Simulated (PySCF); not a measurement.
Si(OMe)4 (C4H12O4Si), SMILES CO[Si](OC)(OC)OC.

Coordinates come from a PBE0-D3(BJ)/def2-SVP optimisation. The isomer is the one that the SMILES or the coordinates give; other isomers of the formula were not compared. Other conformers were not sampled.

Two levels are set side by side: TDA-PBE/def2-SVP (PySCF) and TDA-B3LYP/def2-SVP (PySCF). Vertical, same geometry. The lowest singlet is HOMO→LUMO 99 % with PBE and HOMO→LUMO 95 % with the other functional; states are paired by order. Differences are taken from unrounded values.

| quantity | TDA-B3LYP |
|---|---|
| lowest singlet excitation (eV) | 7.98 |
| lowest triplet excitation (TDA) (eV) | 7.70 |

Problem. What does TDA-PBE give, and how far is it from TDA-B3LYP? (Estimate from the structure and the level; the computed values follow.)

Solution. 
| quantity | TDA-PBE | TDA-PBE minus TDA-B3LYP |
|---|---|---|
| lowest singlet excitation (eV) | 7.04 | -0.94 |
| lowest triplet excitation (TDA) (eV) | 6.86 | -0.84 |

A lower first singlet is the usual sign of a functional without exact exchange. Differences between two approximate levels are no errors against the true value.

Rough cost on one machine, each run with all the roots and properties that it gave: TDA-B3LYP against TDA-PBE about 3 times.
